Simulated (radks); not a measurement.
Values are calculated unless marked as measured or tabulated.
Spin polarisation of the 5p4 shell in neutral tellurium. Start: [Kr] 4d10 5s2 5p(up 2, down 2); electrons of 5p are moved from spin down to spin up, other shells keep equal spins. Code: a radial shooting solver on a logarithmic mesh with Libxc functionals. Model: non-relativistic Kohn-Sham, r2SCAN, spin-polarised, spherical densities, point nucleus; meta-GGA in the generalised Kohn-Sham scheme.

moment (Bohr magnetons),E - E(0) (eV),e(5p up) (eV),e(5p down) (eV),5s down minus up (eV),4d down minus up (eV)
0,0.000,-6.227,-6.227,0.000,0.000
0.5,-0.050,-6.418,-6.016,0.427,0.049
1,-0.202,-6.592,-5.783,0.856,0.097
1.5,-0.455,-6.748,-5.527,1.288,0.146
2,-0.813,-6.887,-5.244,1.727,0.196

At moment 2 the spin-polarisation energy is -0.813 eV and the 5p exchange splitting 1.643 eV, that is 0.822 eV per Bohr magneton; E = -I m^2/4 would give I = 0.813 eV.
